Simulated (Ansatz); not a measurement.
Reactions of C2H6ClNSi (`C=N[SiH](C)Cl`).

Gas-phase electronic energies from Ansatz, PBE0-D4/def2-TZVP geometries. CCSD(T)/CBS is the MP2 limit (def2-TZVPP, def2-QZVPP) plus CCSD(T) − MP2 in def2-TZVPP, frozen cores. This one scheme is used for every species. DFT in def2-TZVPP. One conformer a species, not always the lowest.

```csv
reaction,HF/CBS(def2) (kJ/mol),PBE-D4 (kJ/mol),B2PLYP (kJ/mol),CCSD(T)/CBS(def2) (kJ/mol)
`C=N[SiH](C)Cl` + `[AlH3]` → `C[SiH]([AlH2])Cl` + `C=N`,72,45,63,59
`C=N[SiH](C)Cl` + `O=COC=S` → `C[SiH](Cl)OC=S` + `C=NC=O`,-42,-35,-37,-37
`C=N[SiH](C)Cl` + `O[SiH2][SiH2]Cl` → `C=N[SiH2]C` + `O[SiH2][SiH](Cl)Cl`,20,18,18,19
`C=N[SiH](C)Cl` + `BC[SiH2]S` → `B[SiH](C)N=C` + `S[SiH2]CCl`,239,230,239,238
`C=N[SiH](C)Cl` + `C[SiH2][SiH2]O` → `C[SiH](Cl)[SiH2]O` + `C=N[SiH2]C`,13,15,14,14
```

Largest T1 diagnostic: 0.018, for `O=COC=S`.
